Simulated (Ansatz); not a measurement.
Cost and result for the atomization energy of CH4BOSb (8 atoms, 7 bonds).

Cartesian coordinates in Å:
```
O -1.638 0.602 0.288
C -0.543 -0.096 -0.016
B 0.538 -0.357 0.975
Sb 2.245 0.141 -0.176
H -2.167 0.773 -0.499
H -0.492 -0.432 -1.052
H 0.454 -0.245 2.157
H 1.604 -0.386 -1.677
```

Charge 0, multiplicity 1. Correlated methods include outer-core shells of Sb, which these sets cover unevenly. Sb: def2 effective core potential. The bonds changed during the relaxation, so this is another structure than the one it started from. Geometry: relaxed with PBE0-D4/def2-TZVP. It is one conformer, not always the lowest. Program: Ansatz. All runs use 2 threads of an Arm Neoverse V2 on a shared host. Times are those of one run each, without the atoms' runs, and a repeat can differ threefold. Electronic energies, without spin–orbit coupling; frozen cores. CCSD(T)/CBS adds CCSD(T) − MP2 in def2-TZVPP to the MP2 limit, and its time is that of the two runs behind it. T1 = 0.017; the RHF reference is unstable towards UHF. With those shells the extrapolation isn't a true limit. B3LYP takes the VWN-RPA correlation (the form of Gaussian; ORCA's B3LYP/G). HSE06 is the plane-wave form, built on full-range PBE exchange.

CCSD(T)/CBS is a level of theory with its own doubt, some kJ/mol a heavy atom from the limit and from the frozen cores, so smaller differences don't rank the functionals.

| level | functions | wall time | atomization (kJ/mol) | difference from CCSD(T)/CBS | per bond |
| --- | --- | --- | --- | --- | --- |
| BLYP-D4/def2-TZVPP | 199 | 2.5 s | 2696.0 | 53.7 | 7.7 |
| PBE-D4/def2-TZVPP (with forces) | 199 | 2.9 s | 2753.8 | 111.5 | 15.9 |
| HSE06-D4/def2-TZVPP | 199 | 3.2 s | 2661.6 | 19.3 | 2.8 |
| BHLYP-D4/def2-TZVPP | 199 | 3.4 s | 2537.2 | -105.1 | -15.0 |
| B3LYP-D4/def2-TZVPP (with forces) | 199 | 4.6 s | 2665.9 | 23.6 | 3.4 |
| CCSD(T)/def2-SVP | 88 | 5.5 s | 2459.4 | -182.9 | -26.1 |
| PBE-QIDH/def2-TZVPP | 199 | 6 s | 2609.6 | -32.7 | -4.7 |
| B2PLYP/def2-TZVPP | 199 | 7 s | 2622.7 | -19.6 | -2.8 |
| B97M-V/def2-TZVPP | 199 | 11 s | 2678.2 | 35.9 | 5.1 |
| ωB97M-V/def2-TZVPP (with forces) | 199 | 14 s | 2635.0 | -7.3 | -1.0 |
| MP2/def2-QZVPP | 373 | 29 s | 2653.2 | 10.9 | 1.6 |
| CCSD(T)/def2-TZVPP | 199 | 2.2 min | 2560.1 | -82.2 | -11.7 |
| CCSD(T)/CBS(def2) | – | 2.7 min | 2642.3 | 0.0 | 0.0 |

From BLYP to BHLYP (50 % exact exchange), in def2-TZVPP and without D4, the atomization energy moves by −144.0 kJ/mol: exact exchange takes away binding that semilocal exchange gives to molecules. At CCSD(T), def2-SVP lies −182.8 kJ/mol from the extrapolated value and def2-TZVPP −82.1 kJ/mol: correlation converges slowly with the basis, and small sets miss more of it in the bonded molecule than in its fragments. The D4 term adds +27.4 kJ/mol with B3LYP and +14.2 kJ/mol with PBE0; it sums over pairs of atoms, weighted by their polarisabilities, and B3LYP, whose exchange is more repulsive, gets the larger term.
